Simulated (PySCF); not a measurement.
Sn(H)(F)2(Me) (CH₄F₂Sn), SMILES [F][SnH]([F])[CH3].

The structure is a stationary point at PBE0-D3(BJ)/def2-SVP. The def2 effective core potentials stand for the cores of Sn; spin–orbit coupling is left out.

Calculation: PBE0-D3(BJ)/def2-SVP (PySCF).

Frequencies are harmonic and unscaled.

Computed vibrational spectrum:
```tsv
mode	ν (cm⁻¹)	IR (km/mol)	Raman (Å⁴/amu)	depolarisation	moving atoms (share of kinetic energy)
1	54	0.1	0.0	–	H 97 %
2	142	1.1	2.2	0.75	F 41 %, C 33 %, H 19 %
3	161	18.8	1.9	0.74	F 51 %, C 20 %, Sn 15 %, H 14 %
4	181	19.3	0.9	0.74	F 79 %, Sn 16 %
5	547	39.9	13.5	0.08	C 61 %, H 26 %, Sn 13 %
6	555	77.9	35.0	0.55	H 85 %, C 10 %
7	581	41.8	17.3	0.75	H 96 %
8	640	41.9	6.1	0.19	F 86 %, Sn 11 %
9	644	56.6	3.3	0.75	F 84 %, Sn 15 %
10	779	51.0	0.8	0.75	H 82 %, C 16 %
11	783	44.9	1.8	0.75	H 83 %, C 16 %
12	1212	3.8	10.8	0.15	H 82 %, C 18 %
13	1426	5.3	9.8	0.75	H 95 %
14	1431	5.2	9.5	0.74	H 95 %
15	1972	127.1	237.2	0.22	H 99 %
16	3081	0.2	126.5	0.00	H 98 %
17	3209	0.8	75.4	0.75	H 90 %, C 10 %
18	3210	0.4	77.6	0.75	H 90 %, C 10 %
```
